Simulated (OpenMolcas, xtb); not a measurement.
**GaSiH3F2 (SMILES [F][Ga]([F])[SiH3]): methods side by side**

GaSiH3F2 has 7 atoms, charge 0, and is taken as a singlet. SMILES: `[F][Ga]([F])[SiH3]`. The coordinates come from a PBE0-D4/def2-TZVP relaxation.

Each level gives the vertical ionisation energy (to the doublet cation) (eV). The values are calculated.

```
                                                       level                   kind     program  value (eV)  less CCSD(T)/6-31G*  CPU time (all runs)
                                                    GFN1-xTB         semi-empirical         xtb       14.59                +3.51            under 2 s
                             HF/6-31G* (spherical functions)           Hartree–Fock  OpenMolcas       10.92                -0.16                 25 s
                          SVWN5/6-31G* (spherical functions)                    LDA  OpenMolcas       10.97                -0.11                 56 s
                           BLYP/6-31G* (spherical functions)                    GGA  OpenMolcas       10.61                -0.47                 75 s
                         revPBE/6-31G* (spherical functions)                    GGA  OpenMolcas       10.69                -0.39                 78 s
                         r2SCAN/6-31G* (spherical functions)               meta-GGA  OpenMolcas       11.00                -0.08                 93 s
                          BHLYP/6-31G* (spherical functions)          global hybrid  OpenMolcas       11.41                +0.33                 63 s
                         M06-2X/6-31G* (spherical functions)        hybrid meta-GGA  OpenMolcas       11.34                +0.26                 81 s
CCSD(T)/6-31G* (spherical functions), open shells restricted  coupled cluster or CI  OpenMolcas       11.08                 0.00              1.9 min
```

Differences are taken from CCSD(T)/6-31G* (spherical functions), open shells restricted for orientation; it has basis-set and higher-order errors of its own. All-electron rows without a relativistic Hamiltonian named are non-relativistic. The values span 10.61 to 14.59 eV. The xTB values lack the empirical shift that such differences need. In the correlated wave-function rows the outer d shell of Ga is correlated, in sets not made for it. CPU times are rough (shared hosts, several kinds of processor and program).
